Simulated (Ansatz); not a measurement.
F$_{3}$H$_{2}$Si$_{2}$, SMILES `F[SiH][SiH](F)F` radical, one more setting.

```yaml
crystal:
  periodic: [false, false, false]
  atoms:
    - {symbol: F, position_ang: [-2.257928, 0.531973, 0.684289]}
    - {symbol: Si, position_ang: [-0.724314, 0.395583, 1.145528]}
    - {symbol: Si, position_ang: [0.569362, -0.475983, -0.609604]}
    - {symbol: F, position_ang: [2.073622, -0.477357, -0.089920]}
    - {symbol: F, position_ang: [0.136410, -1.985587, -0.853891]}
    - {symbol: H, position_ang: [-0.275487, 1.741338, 1.604245]}
    - {symbol: H, position_ang: [0.539636, 0.202033, -1.926347]}
basis:
  gaussian: {orbitals: def2-SVP, point_charges: [{charge: -1.00, position_ang: [5.753, -0.465, 0.516]}]}
magnetization: {spin_polarized: false, initial_magnetization: 1}
hamiltonian: {xc: {name: B97M-V}}
output: {forces: true}
```

```sh
$ ansatz run in.yaml --threads 4 --pin off --events-out ev --progress --plain --max-ram 10444MiB
```

Shortened log:

```
Functional definition: B97M-V
952 factors; their error is unknown
mean field evaluation 1: about -23918.9215 eV, gradient 4.8e1 eV
mean field evaluation 2: about -23908.3998 eV, gradient 9.1e1 eV
mean field evaluation 4: about -23922.4972 eV, gradient 4.0e0 eV
mean field evaluation 8: about -23922.5273 eV, gradient 7.9e-2 eV
mean field evaluation 16: about -23922.4407 eV, gradient 2.0e-5 eV
mean field -23922.44073082 eV, -879.1334816450 hartree, gradient 2.0e-5 eV, S^2 0.750000; 0 other end points of the search recorded, 0 dependent functions left out
reference -23922.44077825 eV, -879.1334833878 hartree; 29, 28 occupied and 59, 60 virtual orbitals, 952 factors
Total energy: -23922.44077825 eV, -879.1334833878 hartree
Atom 0 at    -2.257928     0.531973     0.684289 Å, force    -1.051749     0.130169    -0.304632 eV/Å
Atom 1 at    -0.724314     0.395583     1.145528 Å, force     1.078320    -0.363429     0.172144 eV/Å
Atom 2 at     0.569362    -0.475983    -0.609604 Å, force     0.410811     0.770949     0.189235 eV/Å
Atom 3 at     2.073622    -0.477357    -0.089920 Å, force     0.113474     0.064882     0.178881 eV/Å
Atom 4 at     0.136410    -1.985587    -0.853891 Å, force    -0.447869    -0.902480    -0.153529 eV/Å
Atom 5 at    -0.275487     1.741338     1.604245 Å, force     0.026358     0.183005     0.038362 eV/Å
Atom 6 at     0.539636     0.202033    -1.926347 Å, force    -0.151970     0.101764    -0.127892 eV/Å
Dipole moment:     0.226955     0.171516     0.056352 e Å
```

It took 6 s on 4 threads of an Arm Neoverse V1 on a shared host, with 0.29 GiB of host memory at the peak.
